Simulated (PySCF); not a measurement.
## Electron correlation in C (carbon, neutral)

[He] 2s1 2p2 3s1, high-spin 5P determinant (an excited configuration). All numbers are calculated (PySCF 2.14, no relativity, point nucleus, in dyall-av2z (11s7p2d, 42 functions)). Frozen: 1s2; 4 electrons correlated; the 8 highest virtual orbitals of each spin left out.

MP2 pair energies summed by pair of shells (mhartree):

```tsv
pair	energy	share (%)
2p-2p	-5.72	41.5
2s-2p	-4.22	30.7
2p-3s	-2.98	21.6
2s-3s	-0.85	6.2
```

Total MP2 correlation energy: -13.77 mhartree.

Same-spin part -13.77 and opposite-spin part 0.00 mhartree; SCS-MP2 scales them by 1/3 and 6/5 to -4.59 mhartree.
